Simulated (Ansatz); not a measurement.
Calculated with Ansatz (gas phase, PBE0-D4/def2-TZVP geometries, no zero-point term in ΔE). CBS: MP2 limit from def2 TZ/QZ plus the TZ coupled-cluster correction, frozen cores. Functionals use def2-TZVPP. One conformer a species, not always the lowest.

Reaction (isomerisation): `N=C1CB1[SiH2]O` → `O[SiH2]NC1=CB1`

CCSD(T)/CBS gives -227.8 kJ/mol.

Another level gave -202.4 kJ/mol. Which?
A. PBE/def2-TZVPP
B. ωB97M-V/def2-TZVPP
C. MP2/def2-TZVPP
D. HF/def2-TZVPP

A. PBE -202.4, ωB97M-V -234.3, MP2/def2-TZVPP -244.0, HF/def2-TZVPP -250.5 kJ/mol.

Largest T1 diagnostic among the species: 0.014.

The D4 term adds −4.5 kJ/mol with B3LYP and −2.3 kJ/mol with PBE0; it sums over pairs of atoms, weighted by their polarisabilities, and B3LYP, whose exchange is more repulsive, gets the larger term. From PBE to PBE0 (25 % exact exchange), in def2-TZVPP and without D4, ΔE moves by −17.7 kJ/mol.

B3LYP here is the variant with VWN-RPA as its local correlation; programs differ in this.
